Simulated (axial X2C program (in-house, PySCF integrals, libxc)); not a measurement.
Tm: configurations by level of theory

Computed with an in-house all-electron X2C program for linear molecules (integrals from PySCF), basis dyall-cv3z (cores contracted in-house), spin-free (one-electron X2C) and two-component (2c, atomic mean-field Coulomb and Gaunt terms). Energies in eV from the lowest row of each column (rows without correlated energies are left out; n/a marks j-coupled starts, which PBE0 does not hold); electrons by l are Mulliken totals of the Hartree–Fock solution, and PBE0 can relax to another configuration under the same block occupation. Coupled cluster uses truncated natural virtuals with an MP2 remainder. Frozen shells in the correlated columns: 4 s, 3 p, 2 d.

The low spin-free determinants:

| electrons by l | M_S, M_L | HF | MP2 | CCSD(T) | PBE0 |
| --- | --- | --- | --- | --- | --- |
| s12 p24 d20 f13 | 1/2, 1 | 0.06 | 0.04 | 0.00 | 0.02 |
| s12 p24 d20 f13 | 1/2, 0 | 0.00 | 0.00 | 0.00 | 0.00 |
| s12 p24 d20 f13 | 1/2, 2 | 0.13 | 0.08 | 0.03 | 0.00 |
| s12 p24 d20 f13 | 1/2, 3 | 0.02 | 0.02 | 0.04 | 0.32 |

And the two-component ones:

```tsv
electrons by l	2M_J	HF	MP2	CCSD(T)	PBE0
s12 p24 d20 f13	1	1.78	0.00	0.00	0.16
s12 p24 d20 f13	3	1.84	0.05	0.03	0.05
s12 p24 d20 f13	5	1.88	0.07	0.06	0.00
s12 p24 d20 f13	7	1.77	0.00	0.07	0.27
s12 p24 d21 f12	15	0.00	2.76	1.43	n/a
s12 p24 d21 f12	17	0.11	2.91	1.56	n/a
```

Ground level as tabulated from the NIST Atomic Spectra Database (leading term): 2S+1 = 2, L = 3, J = 7/2.

Single determinants need not be terms or J levels, so several rows can belong to one term; PBE0 has no current term and treats spin collinearly, and Hartree–Fock breaks spherical symmetry, which spreads rows that should be degenerate. The search is wide but not exhaustive and can miss a configuration; gaps between s and d configurations can be off by some tenths of an eV with this basis and core.

The run took 8.8 min on 1 thread of Arm Neoverse V1, with other jobs on the host.
